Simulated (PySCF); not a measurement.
Electron correlation in Mo (molybdenum, neutral)

[Kr] 4d5 5s1, high-spin 7S determinant. All numbers are calculated (PySCF 2.14, the spin-free X2C one-electron Hamiltonian (Gaussian nucleus), in x2c-TZVPPall with one added diffuse shell each of s, p, d, f type (9s7p7d3f1g, 95 functions)). Frozen: [Ar] 3d10; 14 electrons correlated.

```csv
level,correlation energy (mhartree)
CCSD,-365.33
(T),-10.94
CCSD(T),-376.27
```

Diagnostics: T1 = 0.012, D1 = 0.0528, largest double amplitude 0.022.

Cost of the coupled-cluster step: about 26 core-seconds, for 14 correlated electrons.

Iterations:

```
CC2 = 0
CCSD nocc = (np.int64(10), np.int64(4)), nmo = (81, 81)
frozen orbitals [[0, 1, 2, 3, 4, 5, 6, 7, 8, 9, 10, 11, 12, 13], [0, 1, 2, 3, 4, 5, 6, 7, 8, 9, 10, 11, 12, 13]]
max_cycle = 100
direct = 0
conv_tol = 1e-08
conv_tol_normt = 1e-06
diis_space = 8
diis_start_cycle = 0
Init t2, MP2 energy = -0.363006622729524
Init E_corr(UCCSD) = -0.363006622730316
cycle = 1  E_corr(UCCSD) = -0.359686481372919  dE = 0.00332014136  norm(t1,t2) = 0.0504448
cycle = 2  E_corr(UCCSD) = -0.3646234618257  dE = -0.00493698045  norm(t1,t2) = 0.0142405
cycle = 3  E_corr(UCCSD) = -0.365072912170213  dE = -0.000449450345  norm(t1,t2) = 0.00747218
cycle = 4  E_corr(UCCSD) = -0.36539054788064  dE = -0.00031763571  norm(t1,t2) = 0.00221986
cycle = 5  E_corr(UCCSD) = -0.365345758036857  dE = 4.47898438e-05  norm(t1,t2) = 0.000449666
cycle = 6  E_corr(UCCSD) = -0.365323320840887  dE = 2.2437196e-05  norm(t1,t2) = 0.000108507
cycle = 7  E_corr(UCCSD) = -0.365324529665475  dE = -1.20882459e-06  norm(t1,t2) = 3.46793e-05
cycle = 8  E_corr(UCCSD) = -0.365325884743321  dE = -1.35507785e-06  norm(t1,t2) = 1.03923e-05
cycle = 9  E_corr(UCCSD) = -0.365325740404757  dE = 1.44338564e-07  norm(t1,t2) = 2.86287e-06
cycle = 10  E_corr(UCCSD) = -0.365325702326808  dE = 3.80779491e-08  norm(t1,t2) = 4.8486e-07
cycle = 11  E_corr(UCCSD) = -0.365325709374864  dE = -7.04805542e-09  norm(t1,t2) = 1.24296e-07
UCCSD converged
E(UCCSD) = -4046.558516622065  E_corr = -0.3653257093748636
UCCSD(T) correction = -0.0109401420330914
```

This basis was not built for core-valence correlation, so the inner-shell part is incomplete.
